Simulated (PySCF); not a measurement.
C9H12.
SMILES with atom numbers: `[CH:1]#[C:2][CH2:3][CH2:4][C@H:5]1[CH2:6][C:7]12[CH2:8][CH2:9]2` (hydrogens: H10 on C1; H11, H12 on C3; H13, H14 on C4; H15 on C5; H16, H17 on C6; H18, H19 on C8; H20, H21 on C9)

Computed with PBE0-D3(BJ)/def2-SVP geometry optimisation, gas phase in PySCF 2.14.0.

Question: List the bond lengths, angles and torsions at this level.

Answer: 
```json
{"bond": "C1≡C2", "length (Å)": "1.212"}
{"bond": "C2–C3", "length (Å)": "1.458"}
{"bond": "C3–C4", "length (Å)": "1.533"}
{"bond": "C4–C5", "length (Å)": "1.508"}
{"bond": "C5–C6", "length (Å)": "1.519"}
{"bond": "C6–C7", "length (Å)": "1.478"}
{"bond": "C7–C8", "length (Å)": "1.478"}
{"bond": "C8–C9", "length (Å)": "1.518"}
{"bond": "C5–C7", "length (Å)": "1.480"}
{"bond": "C7–C9", "length (Å)": "1.475"}
{"bond": "C1–H10", "length (Å)": "1.074"}
{"bond": "C3–H11", "length (Å)": "1.103"}
{"bond": "C3–H12", "length (Å)": "1.104"}
{"bond": "C4–H13", "length (Å)": "1.103"}
{"bond": "C4–H14", "length (Å)": "1.102"}
{"bond": "C5–H15", "length (Å)": "1.097"}
{"bond": "C6–H16", "length (Å)": "1.095"}
{"bond": "C6–H17", "length (Å)": "1.094"}
{"bond": "C8–H18", "length (Å)": "1.094"}
{"bond": "C8–H19", "length (Å)": "1.094"}
{"bond": "C9–H20", "length (Å)": "1.094"}
{"bond": "C9–H21", "length (Å)": "1.094"}
```

A selection of angles:
```json
{"angle": "C1–C2–C3", "degrees": "179.8"}
{"angle": "C2–C3–C4", "degrees": "114.8"}
{"angle": "C3–C4–C5", "degrees": "113.1"}
{"angle": "C4–C5–C6", "degrees": "120.7"}
{"angle": "C4–C5–C7", "degrees": "121.4"}
{"angle": "C6–C5–C7", "degrees": "59.0"}
{"angle": "C5–C6–C7", "degrees": "59.2"}
{"angle": "C6–C7–C8", "degrees": "136.0"}
{"angle": "C6–C7–C9", "degrees": "138.5"}
{"angle": "C8–C7–C9", "degrees": "61.9"}
{"angle": "C5–C7–C6", "degrees": "61.8"}
{"angle": "C5–C7–C8", "degrees": "137.1"}
{"angle": "C5–C7–C9", "degrees": "138.0"}
{"angle": "C7–C8–C9", "degrees": "59.0"}
{"angle": "C7–C9–C8", "degrees": "59.2"}
```

Torsions: C2–C3–C4–C5 60° (synclinal); C3–C4–C5–C6 -169° (antiperiplanar); C4–C5–C6–C7 111° (anticlinal); C5–C6–C7–C8 -130° (anticlinal); C6–C7–C8–C9 -132° (anticlinal); C4–C5–C7–C6 -109° (anticlinal); C6–C7–C9–C8 129° (anticlinal).

Of the pairs four or more bonds apart, C1···H19 is among the closest relative to their van der Waals radii: 2.77 Å, 96 % of the sum of Bondi's values. The 3-membered ring C5–C6–C7 has internal angles of 59.0° to 61.8°. The 10 C–C bonds span 1.212 Å (C1≡C2, drawn triple) to 1.533 Å (C3–C4, drawn single), a spread of 0.321 Å. The 3-membered ring C7–C8–C9 has internal angles of 59.0° to 61.9°.

Point group: C1 (no symmetry element, even within 0.4 Å). Stationary, but not proved a minimum. One conformer, not necessarily the lowest.

On one thread, AMD EPYC (x86_64), on a shared host, this took 3.0 min and 0.76 GiB of memory at its peak. That covers the optimisation of the geometry.
